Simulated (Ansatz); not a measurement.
`B[SiH2]C(N)O` → `BN[SiH2]OC`  (isomerisation)

Gas-phase electronic energies from Ansatz, PBE0-D4/def2-TZVP geometries. CCSD(T)/CBS is the MP2 limit (def2-TZVPP, def2-QZVPP) plus CCSD(T) − MP2 in def2-TZVPP, frozen cores. Functionals use def2-TZVPP. B3LYP here is the variant with VWN-RPA as its local correlation; programs differ in this. Each species was taken in one conformer, which may not be the lowest.

Task: Is it downhill or uphill in electronic energy at CCSD(T)/CBS, and by how much? (Estimate.)

Result: Computed: Downhill: ΔE = -4.13 eV.

Task: What do these levels give: r2SCAN-D4, ωB97X-V, PBE, r2SCAN, B3LYP, MP2/def2-TZVPP, CCSD(T)/def2-TZVPP, HF/def2-QZVPP, MP2/def2-QZVPP, HF/CBS(def2), MP2/CBS(def2), CCSD/CBS(def2)? (Estimate.)

Result: The calculation gave: r2SCAN-D4 -4.08, ωB97X-V -4.04, PBE -3.82, r2SCAN -4.08, B3LYP -4.16, MP2/def2-TZVPP -4.28, CCSD(T)/def2-TZVPP -4.13, HF/def2-QZVPP -4.43, MP2/def2-QZVPP -4.29, HF/CBS(def2) -4.43, MP2/CBS(def2) -4.28, CCSD/CBS(def2) -4.16 eV.

Largest T1 diagnostic among the species: 0.012.

From PBE to PBE0 (25 % exact exchange), in def2-TZVPP and without D4, ΔE moves by −0.12 eV. In def2-TZVPP, CCSD(T) changes the Hartree–Fock value by +0.28 eV (the triples alone add +0.03 eV) and MP2 by +0.12 eV.
